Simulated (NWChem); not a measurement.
# SiNH₄, doublet; SMILES [NH][SiH3]

Results from NWChem. Spin-unrestricted. Geometry: optimised at PBE0/def2-SVP, spin-unrestricted. No stability test was run on the SCF state. Total energies compare along this basis series because the functional is fixed.

```json
[
 {"level": "TPSS/pcseg-1", "basis functions": "52", "energy (Ha)": "-346.5981", "highest occupied level (eV)": "-6.60", "lowest empty minus highest occupied level, either spin (eV)": "2.08", "dipole (D)": "1.57", "<S²>": "0.753"},
 {"level": "TPSS/aug-pcseg-1", "basis functions": "86", "energy (Ha)": "-346.6057", "highest occupied level (eV)": "-6.80", "lowest empty minus highest occupied level, either spin (eV)": "2.11", "dipole (D)": "1.37", "<S²>": "0.753"},
 {"level": "TPSS/pcseg-2", "basis functions": "120", "energy (Ha)": "-346.6625", "highest occupied level (eV)": "-6.74", "lowest empty minus highest occupied level, either spin (eV)": "2.14", "dipole (D)": "1.47", "<S²>": "0.754"},
 {"level": "TPSS/STO-3G", "basis functions": "18", "energy (Ha)": "-342.5243", "highest occupied level (eV)": "…", "lowest empty minus highest occupied level, either spin (eV)": "…", "dipole (D)": "1.43", "<S²>": "0.752"},
 {"level": "TPSS/def2-SVP", "basis functions": "52", "energy (Ha)": "-346.4842", "highest occupied level (eV)": "-6.43", "lowest empty minus highest occupied level, either spin (eV)": "2.11", "dipole (D)": "1.41", "<S²>": "0.753"}
]
```

Q: Fill in the missing entries.

A: 
- TPSS/STO-3G, highest occupied level (eV): -2.91
- TPSS/STO-3G, lowest empty minus highest occupied level, either spin (eV): 2.58
